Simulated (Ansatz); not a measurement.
H$_{8}$OSi$_{3}$, SMILES `O[SiH2][SiH2][SiH3]`. Charge 0, multiplicity 1. The geometry is a stationary point of PBE0-D4/def2-TZVP. It is one conformer, not always the lowest.

```xyz
12

O    -1.467    1.772    2.019
Si   -0.679    1.426    0.607
Si    0.102   -0.783    0.495
Si    1.165   -1.163   -1.555
H    -2.215    1.221    2.255
H     0.460    2.374    0.546
H    -1.557    1.663   -0.576
H     1.048   -1.065    1.611
H    -1.049   -1.726    0.625
H     1.668   -2.560   -1.647
H     0.210   -0.926   -2.670
H     2.314   -0.232   -1.711
```

Task: What is the dipole moment at ωB97M-V/def2-TZVPP? (Best estimate.)

Result: Ansatz gave: 1.22 D, with components (-0.89, -0.84, 0.01) D in this frame, pointing from negative to positive charge.

Task: And with PBE, r2SCAN, B3LYP? (Best estimate.)

Result: The calculation gave: PBE 1.18 D, r2SCAN 1.21 D, B3LYP 1.22 D.

Task: Give the Mulliken charges with ωB97M-V, r2SCAN, B3LYP in def2-TZVPP. (Estimate.)

Result: Ansatz gave: 
```
atom  ωB97M-V  r2SCAN  B3LYP
  O1    -0.37   -0.41  -0.39
 Si2     0.32    0.43   0.42
 Si3    -0.01    0.09   0.08
 Si4     0.04    0.17   0.15
  H5     0.17    0.20   0.18
  H6    -0.03   -0.07  -0.07
  H7    -0.05   -0.10  -0.09
  H8    -0.02   -0.07  -0.06
  H9    -0.02   -0.07  -0.07
 H10    -0.02   -0.06  -0.05
 H11    -0.02   -0.06  -0.05
 H12    -0.01   -0.06  -0.05
```

B3LYP here is the variant with VWN-RPA as its local correlation; programs differ in this.
